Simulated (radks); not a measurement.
Excited configurations of Zr2+: one electron is placed in a higher orbital outside [Kr] 4d1. The ground configuration is [Kr] 4d2. All-electron calculation, scalar-relativistic Kohn-Sham, SCAN, spin-polarised, spherical densities, finite nucleus; open shells are filled with parallel spins first (spin-orbit coupling, left out, can overturn this in heavy ions); meta-GGA in the generalised Kohn-Sham scheme; Fermi nuclear charge, rms radius 4.2694 fm. Program: a radial shooting solver on a logarithmic mesh with Libxc functionals. Excitation = E - E(ground); binding = E(ion) - E, where the ion is the core of charge +3; n* = 3/sqrt(2 binding) in atomic units, and the quantum defect is n - n*.

| outer orbital | excitation (eV) | binding (eV) | n* | quantum defect | eigenvalue (eV) |
|---|---|---|---|---|---|
| 5s | 1.825 | 21.086 | 2.410 | 2.590 | -18.261 |
| 5p | 6.722 | 16.190 | 2.750 | 2.250 | -13.822 |
| 5d | 12.726 | 10.186 | 3.467 | 1.533 | -8.441 |
| 6d | 16.738 | 6.173 | 4.454 | 1.546 | -5.248 |
| 6f | 19.139 | 3.773 | 5.697 | 0.303 | -3.182 |
| 7p | 17.462 | 5.450 | 4.740 | 2.260 | -4.726 |

The Delta-SCF ionisation energy is 22.911 eV (NIST Atomic Spectra Database: 23.170 eV, semi-empirical). Self-interaction in the functional shifts the binding energies and quantum defects, so they are the method's values and not measured ones. Open shells are spherical and high-spin; term and fine-structure splittings are not resolved.
